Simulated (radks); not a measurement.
Hf II, 71 electrons, occupied as [Xe] 4f14 5d1 6s2.

Method: scalar-relativistic Kohn-Sham, PBE, spin-unpolarised, spherical densities, finite nucleus; Fermi nuclear charge, rms radius 5.347 fm; hard spherical wall at 12 bohr; computed with a radial shooting solver on a logarithmic mesh with Libxc functionals.

Energy parts (Ry):
part                       energy
total                 -30151.8443
kinetic                33026.0342
electron-nucleus      -74327.1287
Hartree                11763.7985
exchange-correlation    -614.5483

Orbitals (lengths in bohr, moments of r in powers of bohr; r(90%) holds 90 % of the orbital's charge):
\begin{tabular}{lrrrrr}
orbital & occ. & eigenvalue (Ry) & <r^4> & r(90%) & <r> \\ \hline
1s & 2 & -4797.599 & 6.624e-07 & 0.0345 & 0.01899 \\
2s & 2 & -821.0965 & 0.0001007 & 0.125 & 0.08038 \\
2p & 6 & -721.2114 & 0.00007816 & 0.117 & 0.07172 \\
3s & 2 & -187.6176 & 0.003732 & 0.306 & 0.2087 \\
3p & 6 & -157.7638 & 0.003987 & 0.312 & 0.2085 \\
3d & 10 & -122.3887 & 0.003093 & 0.293 & 0.1890 \\
4s & 2 & -38.34235 & 0.08912 & 0.673 & 0.4683 \\
4p & 6 & -28.54619 & 0.1188 & 0.724 & 0.4977 \\
4d & 10 & -15.87514 & 0.1798 & 0.804 & 0.5352 \\
4f & 14 & -1.92195 & 0.9355 & 1.14 & 0.6755 \\
5s & 2 & -5.60776 & 3.089 & 1.63 & 1.133 \\
5p & 6 & -3.28690 & 6.353 & 1.96 & 1.333 \\
5d & 1 & -0.78481 & 60.43 & 3.44 & 2.170 \\
5f & 0 & -0.02700 & 2980 & 9.19 & 6.695 \\
6s & 2 & -0.87089 & 179.2 & 4.52 & 3.115 \\
6p & 0 & -0.50792 & 504.4 & 5.90 & 4.029 \\
7s & 0 & -0.22583 & 2789 & 8.95 & 6.516 \\
\end{tabular}

The highest occupied level is 5d at -10.678 eV. The electron density at the nucleus is 1.282e+06 e/bohr^3 (large components only).
